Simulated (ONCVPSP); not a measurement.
Scattering properties, ONCV potential for Hg

* Element: Hg (Z = 80)
* Generator: ONCVPSP 4.0.1
* Type: optimised norm-conserving Vanderbilt (ONCV)
* Functional: PW91
* Relativity: fully relativistic
* Frozen core: [Kr] 4d10 4f14
* Valence charge: 20
* Reference configuration: 5s2 5p6 5d10 6s2
* Partial waves: 5s+6s: rc 2.20 bohr, ncon 4, nbas 8, qcut 5.6 1/bohr, 2 projectors; 5p: rc 1.88 bohr, ncon 4, nbas 8, qcut 11.1 1/bohr, 2 projectors, debl 2.2 Ha; 5d: rc 2.64 bohr, ncon 3, nbas 8, qcut 7.8 1/bohr, 2 projectors, debl 2.1 Ha; f scattering state at 0.06 Ha: rc 2.58 bohr, ncon 4, nbas 7, qcut 5.3 1/bohr, 2 projectors, debl 2.4 Ha
* Local potential: polynomial inside 1.70 bohr (lpopt 5, dvloc0 0 Ha)
* Core correction: none

Open shells are filled in proportion to 2j + 1.

In the p channel the program set the typed energies aside and used -2.266, 0.250 Ha (j = l + 1/2; the other j can differ).

The phase is arctan(r·R′/R) of the radial function R(r), unwrapped; energies in Ha, scanned from -6 to 5 Ha. A pole is an energy at which the radial function vanishes at the test radius. The pseudo phase is shifted by a multiple of π to meet the all-electron one at the reference energy, and phase errors are pseudo minus all-electron; the curves can meet again beyond the range given. Levels narrower than the energy grid can be missing from the lists of poles. n/a: not evaluated, since a narrow level or a reset projector energy made the automatic matching unsafe.

**Question.** For each channel, where are the poles, and over which energies does the pseudopotential scatter like the atom?

**Answer.**

```csv
channel,radius (bohr),reference energy (Ha),"poles, all-electron","poles, pseudo",unbroken range about the reference energy with phases within 0.05 rad,phase error 1 Ha above the reference energy (rad)
s,2.23,-0.25,1.49,1.45,n/a,n/a
p3/2,1.91,-2.27,"-2.06, 4.89","-2.06, 4.88",the whole range,-0.000
p1/2,1.91,-2.94,"-2.82, 4.10","-2.82, 4.10",the whole range,-0.000
d5/2,2.68,-0.34,"-0.22, 2.72","-0.22, 2.72",the whole range,+0.000
d3/2,2.68,-0.41,"-0.30, 2.63","-0.30, 2.63",below 4.4,+0.001
f7/2,2.62,0.06,"1.79, 4.96","1.79, 4.77",the whole range,-0.002
f5/2,2.62,0.06,"1.77, 4.92","1.77, 4.83",the whole range,-0.001
```

Phases in the f7/2 channel:

| E (Ha) | all-electron | pseudo |
| --- | --- | --- |
| -5.96 | 1.452 | 1.452 |
| -5.68 | 1.449 | 1.449 |
| -5.40 | 1.446 | 1.446 |
| -5.12 | 1.442 | 1.442 |
| -4.84 | 1.439 | 1.439 |
| -4.56 | 1.435 | 1.435 |
| -4.28 | 1.430 | 1.430 |
| -4.00 | 1.425 | 1.425 |
| -3.72 | 1.420 | 1.420 |
| -3.44 | 1.416 | 1.414 |
| -3.16 | 1.407 | 1.407 |
| -2.88 | 1.400 | 1.400 |
| -2.60 | 1.391 | 1.391 |
| -2.32 | 1.381 | 1.381 |
| -2.04 | 1.369 | 1.369 |
| -1.76 | 1.355 | 1.355 |
| -1.48 | 1.338 | 1.337 |
| -1.20 | 1.316 | 1.316 |
| -0.92 | 1.287 | 1.287 |
| -0.64 | 1.248 | 1.248 |
| -0.36 | 1.191 | 1.191 |
| -0.08 | 1.097 | 1.097 |
| 0.20 | 0.919 | 0.919 |
| 0.48 | 0.484 | 0.484 |
| 0.76 | -0.464 | -0.466 |
| 1.04 | -1.111 | -1.112 |
| 1.32 | -1.368 | -1.369 |
| 1.60 | -1.503 | -1.504 |
| 1.88 | -1.601 | -1.602 |
| 2.16 | -1.699 | -1.699 |
| 2.44 | -1.842 | -1.842 |
| 2.72 | -2.195 | -2.198 |
| 3.00 | -3.472 | -3.501 |
| 3.28 | -4.255 | -4.272 |
| 3.56 | -4.464 | -4.477 |
| 3.84 | -4.558 | -4.569 |
| 4.12 | -4.614 | -4.626 |
| 4.40 | -4.653 | -4.667 |
| 4.68 | -4.685 | -4.702 |
| 4.96 | -4.713 | -4.735 |
